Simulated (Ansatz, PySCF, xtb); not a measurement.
Reaction (SMILES): COC(C)=O + 2 C (CH4) + O (H2O) -> C=O (CH2O) [formaldehyde] + CC (C2H6) + 2 CO (CH4O) [methanol]
Geometries: B3LYP-D3(BJ)/def2-TZVP minima from Ansatz (a quantum-chemistry and plane-wave program), one conformer each, not searched for the lowest.

Property: bond separation energy (enthalpy at 298 K, with B3LYP-D3(BJ) rigid-rotor harmonic-oscillator terms from PySCF), in kcal/mol. Correlated levels leave the core frozen unless marked. No spin-orbit coupling. Non-relativistic. CBS marks a two-point X^-3 extrapolation of the correlation energy; Hartree-Fock from the larger set. The bracket is a focal-point correction in the basis named.

```json
[
 {"level": "GFN2-xTB", "program": "xtb", "bond separation energy (kcal/mol)": "[?]"},
 {"level": "HF-D4/def2-TZVPD", "program": "PySCF + dftd4", "bond separation energy (kcal/mol)": "47.3"},
 {"level": "PBE/def2-TZVPD", "program": "Ansatz", "bond separation energy (kcal/mol)": "48.7"},
 {"level": "BLYP/def2-TZVPD", "program": "Ansatz", "bond separation energy (kcal/mol)": "[?]"},
 {"level": "B97M-V/def2-TZVPD", "program": "Ansatz", "bond separation energy (kcal/mol)": "[?]"},
 {"level": "PBE0/6-31G*", "program": "Ansatz", "bond separation energy (kcal/mol)": "[?]"},
 {"level": "r2SCAN0-D4/def2-TZVPD", "program": "Ansatz + dftd4", "bond separation energy (kcal/mol)": "51.5"},
 {"level": "CAM-B3LYP-D3(BJ)/def2-TZVPD", "program": "Ansatz + dftd3", "bond separation energy (kcal/mol)": "48.8"},
 {"level": "CAM-B3LYP/def2-TZVPD", "program": "Ansatz", "bond separation energy (kcal/mol)": "48.1"},
 {"level": "LC-wPBE-D4/def2-TZVPD", "program": "Ansatz + dftd4", "bond separation energy (kcal/mol)": "49.9"},
 {"level": "wB97M-V/def2-TZVPD", "program": "Ansatz", "bond separation energy (kcal/mol)": "48.8"},
 {"level": "wB97X-V/def2-TZVPD", "program": "Ansatz", "bond separation energy (kcal/mol)": "48.3"},
 {"level": "SCS-MP2/cc-pwCVTZ", "program": "Ansatz", "bond separation energy (kcal/mol)": "47.4"},
 {"level": "RI-MP2/CBS(cc-pVTZ,cc-pVQZ)+[CCSD(T)-MP2]/cc-pVTZ", "program": "Ansatz", "bond separation energy (kcal/mol)": "48.3"}
]
```

Fill in the missing entries.


- GFN2-xTB, bond separation energy (kcal/mol): 49.1
- BLYP/def2-TZVPD, bond separation energy (kcal/mol): 46.1
- B97M-V/def2-TZVPD, bond separation energy (kcal/mol): 51.7
- PBE0/6-31G*, bond separation energy (kcal/mol): 49.7
